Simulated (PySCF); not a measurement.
PySCF job for CH7GeNOSi, SMILES [SiH2]1N[CH2][Ge@H]1[OH], IEF-PCM-ωB97X/def2-SVP. The structure is a stationary point at PBE0-D3(BJ)/def2-SVP. The structure was generated by enumeration; whether it is a known compound was not checked. One conformer was computed; it need not be the lowest.

```python
import numpy as np
from pyscf import gto, scf, dft
from pyscf.solvent import pcm

mol = gto.M(
    atom='''
    O     1.81144050   -0.21481429   -1.21454725
    Ge    0.73497501   -0.11806336    0.21027322
    C    -0.77302624   -1.39067540   -0.02415724
    N    -1.83919559   -0.40094731    0.09838874
    Si   -1.22969697    1.23276042    0.14733534
    H     2.60563556    0.32107461   -1.12112236
    H     1.59841964   -0.27700834    1.48359931
    H    -0.81614458   -2.18160995    0.74631127
    H    -0.71399705   -1.87745863   -1.01531605
    H    -2.79806676   -0.72180196    0.02134127
    H    -1.48041003    2.08480877   -1.06321511
    H    -1.67787728    2.04057506    1.32956377
    ''',
    basis='def2-SVP',
    charge=0,
    spin=0,
    max_memory=1600,
    verbose=3,
)
mf = dft.RKS(mol, xc='wb97x').density_fit(auxbasis='def2-universal-jkfit')
mf.grids.level = 3
mf.conv_tol = 1e-9
mf.max_cycle = 100
mf.kernel()
res = {}
for name, eps in {'water': 78.355, 'N,N-dimethylformamide': 37.219, 'toluene': 2.3741}.items():
    s = mf.PCM()
    s.with_solvent.method, s.with_solvent.eps, s.with_solvent.lebedev_order = 'IEF-PCM', eps, 29
    s.kernel(mf.make_rdm1())
    res[name] = (s.e_tot, eps, s.dip_moment(), s.mo_energy, s.converged)
    print(f'{name}: electrostatic solvation free energy {(s.e_tot - mf.e_tot) * 627.509474:.3f} kcal/mol')
```

Program output:

```
converged SCF energy = -2538.31129647322

WARN: PCM is an experimental feature. It is still in testing.
Features and APIs may be changed in the future.

converged SCF energy = -2538.31969762098
Dipole moment(X, Y, Z, Debye):  0.15383,  0.19753,  1.17963
water: electrostatic solvation free energy -5.272 kcal/mol

WARN: PCM is an experimental feature. It is still in testing.
Features and APIs may be changed in the future.

converged SCF energy = -2538.319492474
Dipole moment(X, Y, Z, Debye):  0.15132,  0.19566,  1.16971
N,N-dimethylformamide: electrostatic solvation free energy -5.143 kcal/mol

WARN: PCM is an experimental feature. It is still in testing.
Features and APIs may be changed in the future.

converged SCF energy = -2538.31510312157
Dipole moment(X, Y, Z, Debye):  0.11159,  0.17471,  0.99218
toluene: electrostatic solvation free energy -2.389 kcal/mol
```

The calculation finished and met its thresholds.

Cost: very roughly 2.2 core-minutes.
